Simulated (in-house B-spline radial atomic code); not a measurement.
Inner levels of zirconium as electrons are removed. A shift is the extra binding of the orbital against the neutral atom ([Kr] 4d2 5s2). The density at the nucleus is averaged over the nuclear charge. Computed with a B-spline radial code for spherical atoms: Dirac-Hartree-Fock, average of the configuration, finite nuclei.

```json
{"ion": "Zr23+", "configuration": "[Ne] 3s2 3p5", "shift of 1s1/2 (eV)": "995.09", "radius of 1s1/2 (bohr)": "0.037056", "Σ<r²> (bohr²)": "1.5032", "change of density at nucleus (bohr⁻³)": "302.9"}
{"ion": "Zr24+", "configuration": "[Ne] 3s2 3p4", "shift of 1s1/2 (eV)": "1079.2", "radius of 1s1/2 (bohr)": "0.037051", "Σ<r²> (bohr²)": "1.2976", "change of density at nucleus (bohr⁻³)": "361"}
{"ion": "Zr25+", "configuration": "[Ne] 3s2 3p3", "shift of 1s1/2 (eV)": "1165.17", "radius of 1s1/2 (bohr)": "0.037045", "Σ<r²> (bohr²)": "1.1002", "change of density at nucleus (bohr⁻³)": "420.77"}
{"ion": "Zr26+", "configuration": "[Ne] 3s2 3p2", "shift of 1s1/2 (eV)": "1252.98", "radius of 1s1/2 (bohr)": "0.037039", "Σ<r²> (bohr²)": "0.91044", "change of density at nucleus (bohr⁻³)": "482.21"}
{"ion": "Zr27+", "configuration": "[Ne] 3s2 3p1", "shift of 1s1/2 (eV)": "1342.63", "radius of 1s1/2 (bohr)": "0.037032", "Σ<r²> (bohr²)": "0.72803", "change of density at nucleus (bohr⁻³)": "545.33"}
{"ion": "Zr28+", "configuration": "[Ne] 3s2", "shift of 1s1/2 (eV)": "1434.13", "radius of 1s1/2 (bohr)": "0.037026", "Σ<r²> (bohr²)": "0.55259", "change of density at nucleus (bohr⁻³)": "610.13"}
{"ion": "Zr29+", "configuration": "[Ne] 3s1", "shift of 1s1/2 (eV)": "1521.98", "radius of 1s1/2 (bohr)": "0.037024", "Σ<r²> (bohr²)": "0.37459", "change of density at nucleus (bohr⁻³)": "-214.1"}
{"ion": "Zr30+", "configuration": "[He] 2s2 2p6", "shift of 1s1/2 (eV)": "1611.32", "radius of 1s1/2 (bohr)": "0.037021", "Σ<r²> (bohr²)": "0.20223", "change of density at nucleus (bohr⁻³)": "-1072.3"}
{"ion": "Zr31+", "configuration": "[He] 2s2 2p5", "shift of 1s1/2 (eV)": "1833.89", "radius of 1s1/2 (bohr)": "0.036987", "Σ<r²> (bohr²)": "0.17518", "change of density at nucleus (bohr⁻³)": "-893.86"}
{"ion": "Zr32+", "configuration": "[He] 2s2 2p4", "shift of 1s1/2 (eV)": "2060.85", "radius of 1s1/2 (bohr)": "0.036952", "Σ<r²> (bohr²)": "0.14937", "change of density at nucleus (bohr⁻³)": "-711.33"}
{"ion": "Zr33+", "configuration": "[He] 2s2 2p3", "shift of 1s1/2 (eV)": "?", "radius of 1s1/2 (bohr)": "?", "Σ<r²> (bohr²)": "?", "change of density at nucleus (bohr⁻³)": "?"}
{"ion": "Zr34+", "configuration": "[He] 2s2 2p2", "shift of 1s1/2 (eV)": "?", "radius of 1s1/2 (bohr)": "?", "Σ<r²> (bohr²)": "?", "change of density at nucleus (bohr⁻³)": "?"}
{"ion": "Zr35+", "configuration": "[He] 2s2 2p1", "shift of 1s1/2 (eV)": "2767.93", "radius of 1s1/2 (bohr)": "0.036838", "Σ<r²> (bohr²)": "0.078753", "change of density at nucleus (bohr⁻³)": "-139.22"}
{"ion": "Zr36+", "configuration": "[He] 2s2", "shift of 1s1/2 (eV)": "?", "radius of 1s1/2 (bohr)": "?", "Σ<r²> (bohr²)": "?", "change of density at nucleus (bohr⁻³)": "?"}
{"ion": "Zr37+", "configuration": "[He] 2s1", "shift of 1s1/2 (eV)": "3227.36", "radius of 1s1/2 (bohr)": "0.036793", "Σ<r²> (bohr²)": "0.030055", "change of density at nucleus (bohr⁻³)": "-3840.3"}
{"ion": "Zr38+", "configuration": "1s2", "shift of 1s1/2 (eV)": "3445.18", "radius of 1s1/2 (bohr)": "0.036771", "Σ<r²> (bohr²)": "0.0036367", "change of density at nucleus (bohr⁻³)": "-7872.35"}
{"ion": "Zr39+", "configuration": "1s1", "shift of 1s1/2 (eV)": "4143.13", "radius of 1s1/2 (bohr)": "0.036412", "Σ<r²> (bohr²)": "0.001781", "change of density at nucleus (bohr⁻³)": "-39712.5"}
```

(1) Fill in the row of Zr33+.

(2) Fill in the row of Zr34+.

(3) Fill in the row of Zr36+.

Results:

(1) shift of 1s1/2 (eV): 2292.18; radius of 1s1/2 (bohr): 0.036915; Σ<r²> (bohr²): 0.12474; change of density at nucleus (bohr⁻³): -524.71.

(2) shift of 1s1/2 (eV): 2527.88; radius of 1s1/2 (bohr): 0.036877; Σ<r²> (bohr²): 0.10122; change of density at nucleus (bohr⁻³): -334.

(3) shift of 1s1/2 (eV): 3012.32; radius of 1s1/2 (bohr): 0.036798; Σ<r²> (bohr²): 0.057278; change of density at nucleus (bohr⁻³): 59.615.
